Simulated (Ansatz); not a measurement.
`CB1C=C1` → `B1C=C1` + `[CH2]` (triplet) at 500 K and 1 bar (formal loss of a carbene).

Calculated with Ansatz (gas phase, PBE0-D4/def2-TZVP geometries, no zero-point term in ΔE). CCSD(T)/CBS is the MP2 limit (def2-TZVPP, def2-QZVPP) plus CCSD(T) − MP2 in def2-TZVPP, frozen cores. This one scheme is used for every species. Triplets are unrestricted, without spin–orbit coupling.

```tsv
species	CCSD(T)/CBS energy (Eh)	H − E (kJ/mol)	S (J/(mol·K))
`CB1C=C1`	-141.91139	219.2	343.6
`B1C=C1`	-102.63332	133.7	271.4
`[CH2]` (triplet)	-39.09499	62.7	213.9
```

H − E and S are ideal-gas, rigid-rotor, harmonic terms from PBE0-D4/def2-TZVP, with the whole ground term of open shells counted as degenerate. 1 Eh = 2625.50 kJ/mol, R = 8.31446 J/(mol·K).

Question: By hand: ΔE, ΔH, ΔS and ΔG.

Answer: ΔE = (-102.63332) + (-39.09499) − (-141.91139) = 0.18308 Eh = 480.7 kJ/mol. Δ(H − E) = 133.7 + 62.7 − 219.2 = -22.8, so ΔH = 457.9 kJ/mol. ΔS = 271.4 + 213.9 − 343.6 = 141.7 J/(mol·K). ΔG = 457.9 − 500 × (141.7)/1000 = 387.0 kJ/mol.

Question: By hand: the equilibrium constant, and the temperature at which ΔG would vanish if ΔH and ΔS stayed fixed.

Answer: log₁₀ K = −ΔG/(RT ln 10) = -40.4. ΔG = 0 at ΔH/ΔS = 3231 K, far beyond where these terms or the molecules hold.

The number of gas molecules changes by +1, which sets the sign of ΔS. A doubt of 5 kJ/mol in ΔE shifts log₁₀ K by 0.5 here. Modes under 60 cm⁻¹, often nearly free rotors, make the harmonic entropy too high. A triplet takes part, so the spin changes. These are equilibria of isolated gas molecules and say nothing of rates. Largest T1 diagnostic: 0.011 (customary marks: 0.02 for closed shells, 0.045 for open ones).
